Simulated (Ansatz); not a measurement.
`C[SiH2][Te]B(O)O`, charge 0, multiplicity 1.

**Question.** Give a relaxed structure at PBE0-D4/def2-TZVP (the Gaussian-basis code of Ansatz). (Estimate.)

**Answer.** Ansatz gave: 
Z-matrix (Å, degrees):
```
C
Si 1 1.870
H 1 1.092 2 111.0
H 1 1.093 2 110.0 3 -119.7
H 1 1.092 2 111.0 3 120.6
Te 2 2.503 1 107.5 3 -60.3
H 2 1.485 1 110.8 3 59.1
H 2 1.485 1 110.8 3 -179.6
B 6 2.186 2 93.1 1 -179.9
O 9 1.355 6 118.4 2 -0.1
O 9 1.361 6 122.4 2 179.9
H 10 0.964 9 112.2 6 180.0
H 11 0.958 9 114.9 6 -0.0
```
Point group Cs.
This is one stationary point; other conformers may exist.
